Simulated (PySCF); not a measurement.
C3H2BrCl, SMILES ClC=C=CBr.

Geometry optimised at B3LYP-D3(BJ)/def2-SVP.

Two levels are set side by side: PBE/def2-TZVP (PySCF) and r2SCAN/def2-TZVP (PySCF). Same geometry, gas phase. Differences are taken from unrounded values.

```json
[
 {"quantity": "orbital gap (eV)", "PBE": "4.19"},
 {"quantity": "highest occupied level (eV)", "PBE": "-6.54"},
 {"quantity": "lowest empty level (eV)", "PBE": "-2.36"},
 {"quantity": "dipole moment (D)", "PBE": "1.29"},
 {"quantity": "mean polarisability (bohr³)", "PBE": "76.3"}
]
```

Question: These are the PBE values. What does r2SCAN give? (The exact figures need the calculation; the answer reports its results.)

Answer: 
| quantity | r2SCAN | PBE minus r2SCAN |
|---|---|---|
| orbital gap (eV) | 4.57 | -0.38 |
| highest occupied level (eV) | -6.80 | 0.25 |
| lowest empty level (eV) | -2.23 | -0.13 |
| dipole moment (D) | 1.39 | -0.10 |
| mean polarisability (bohr³) | 74.9 | 1.4 |

Rough cost on one machine, each run with all the roots and properties that it gave: r2SCAN against PBE about 3 times.
